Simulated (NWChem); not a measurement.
A series in which one site is exchanged, each optimised at PBE0/def2-SVP with NWChem, gas phase unless a solvent is named. Some are not confirmed as minima by frequencies. def2 effective core potentials on I; no spin-orbit coupling.

A: [F][Al]([Cl])[I] (AlIClF; site = Cl)
B: [Al]([F])([I])[F] (AlIF2; site = F)
C: [I][Al]([I])[F] (AlI2F; site = I)
D: [AlH]([F])[I] (AlHIF; site = H)

**Question.** Rank them by static polarisability, CAM-B3LYP/def2-SVPD (bohr³), lowest first.

**Answer.** B (54.7), D (59.6), A (69.5), C (92.4)
